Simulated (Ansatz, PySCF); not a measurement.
Noncovalent pair: N2 (SMILES N#N) (first 2 atoms) with PH3 (SMILES P); geometry from B3LYP-D3(BJ)/def2-TZVP.
(charge 0, multiplicity 1):
```xyz
6

N     -0.474     0.529    -0.259
N      0.544     0.139    -0.295
P      0.183    -0.219     3.730
H     -0.803    -0.836     2.917
H     -0.023     1.060     3.152
H      1.238    -0.543     2.839
```

Counterpoise-corrected where a basis set is named; no monomer relaxation. Rows marked so take none.

Correlated levels freeze the cores. Rows in 6-31G* carry no dispersion term and start afresh at each structure (6-31G* with six Cartesian d functions).

Codes used: Ansatz (a quantum-chemistry and plane-wave program); PySCF for 6-31G* rows, the dispersion terms. 

Give the interaction energy at the level r2SCAN-D4/def2-TZVPPD.

-0.4 kcal/mol
